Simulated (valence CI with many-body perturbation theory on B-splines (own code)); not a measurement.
**Questions on Rh¹²⁺**

Computed by configuration interaction combined with many-body perturbation theory (CI+MBPT): five valence electrons over a frozen Dirac-Fock core [Ar] 3d10, a basis of 9 s, 9 p, 8 d, 6 f, 3 g, 1 h functions for each j, with the one-electron correlation potential Σ1, the two-electron term Σ2, the three-electron term Σ3, Breit, model QED; selected CI, second order for the rest, scaled by the run's own slope (own B-spline code, finite nucleus).

No measured spectrum was set against this ion. As an estimate, levels hold to about 250 cm⁻¹ or 0.2 % of their energy and the worst to 1 %, as in measured heavy ions of charge 2 to 7; those with d or f electrons hold less well. Among the levels kept, up to 1300 cm⁻¹ of a level comes from second order outside the variational space, and about a tenth of that is noise between levels of different J, which matters for small intervals.

Names give the largest LS component (configuration and term), which can be under half, so a name can repeat, a term be missing and a line seem to break the LS rules; names also repeat where a configuration has a term twice.

Rates and lifetimes use the calculated energies. Strong lines usually hold to 10 to 20 %, long lifetimes can be off by a factor of two.

Q: What is the ground level?

A: 4s²4p³ ⁴S°_3/2, composition 70 % 4s²4p³ ⁴S° + 20 % 4s²4p³ ²P° + 8 % 4s²4p³ ²D°, g = 1.764.

Q: Where does the other parity begin?

A: At 4s4p⁴ ⁴P_5/2, 35.214 eV.

Q: What is the ionisation energy?

A: 278.37 eV; NIST lists 277 ± 3 eV (theoretical).

Q: What are the static dipole polarisabilities of the lowest levels?

A: 4s²4p³ ⁴S°_3/2 0.694 (tensor 0.014); 4s²4p³ ²D°_3/2 0.701 (tensor 0.036); 4s²4p³ ²D°_5/2 0.704; 4s²4p³ ²P°_1/2 0.699 bohr³, of which the core gives 0.0360.

Q: How well does LS coupling describe the low levels?

A: Among the lowest 20 levels the leading LS term, summed over configurations, holds 78 % on average. For single configurations the figures are 72 % in LS and 69 % in jj coupling. Terms mix most in the J = 7/2 level at 58.829 eV, where the leading one holds 51 %.
